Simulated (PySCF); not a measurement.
Computed properties of CH₇ClOSi₃, SMILES O[Si@H]1[SiH2]C[Si@@H]1Cl

CH₇ClOSi₃, SMILES O[Si@H]1[SiH2]C[Si@@H]1Cl. Geometry optimised at B3LYP-D3(BJ)/def2-SVP. The structure was generated by enumeration; whether it is a known compound was not checked. One conformer was computed; it need not be the lowest. All values are computed for the isolated molecule unless a solvent is named; none is compared with measurement here.

**Structure.** All 33 harmonic modes at B3LYP-D3(BJ)/def2-SVP (PySCF) are real, so it is a minimum. With heavy atoms numbered as in [OH:1][Si@H:2]1[SiH2:3][CH2:4][Si@@H:5]1[Cl:6], the shortest bond between them is O1–Si2 at 1.683 Å and the longest Si2–Si3 at 2.384 Å.

**Vibrations.** The strongest infrared lines (harmonic, unscaled, degenerate partners summed) lie at 768 cm⁻¹ (393 km/mol, H 77 %, Si 9 %), 2191 cm⁻¹ (157 km/mol, H 97 %), 829 cm⁻¹ (153 km/mol, H 66 %, Si 16 %, C 13 %). The softest mode is at 65 cm⁻¹ and the zero-point energy is 48.6 kcal/mol.

**Electronic structure.** PBE0/def2-TZVP (PySCF) places the frontier levels at -7.08 and -1.23 eV, a gap of 5.85 eV, and gives a dipole moment of 2.31 D and a mean polarisability of 107.6 bohr³. PBE/def2-TZVP (PySCF) at the same geometry gives -6.02 and -2.07 eV, so its gap is 1.90 eV narrower. An orbital gap is neither the optical nor the fundamental gap.

**Excitations.** TDDFT-B3LYP/def2-SVPD (PySCF) has S1 at 4.59 eV (270 nm, f = 0.006, weak); the most intense of the 10 singlets computed lies at 5.66 eV (f = 0.10). T1 (TDA) is at 4.07 eV. TDDFT-PBE/def2-SVPD (PySCF) puts S1 at 4.23 eV. No vertical singlet excitation falls in the visible range (under 3.1 eV).

**NMR.** GIAO shifts at KT2/pcSseg-1 (PySCF) (non-relativistic, atoms alike by connectivity averaged): ¹³C at 11.4 ppm against TMS; ¹H from 0.3 to 6.8 ppm against TMS; ²⁹Si from -48.1 to 36.8 ppm against TMS. Without spin–orbit terms, shifts of atoms bonded to Cl or Br come out too high.

**Solvation.** SMD-M06-2X/def2-SVP (PySCF) gives -3.0 kcal/mol in water, -4.7 kcal/mol in tetrahydrofuran, -7.0 kcal/mol in 2-propanol (1 M in both phases, gas-phase geometry); of these solvents 2-propanol holds the molecule best.
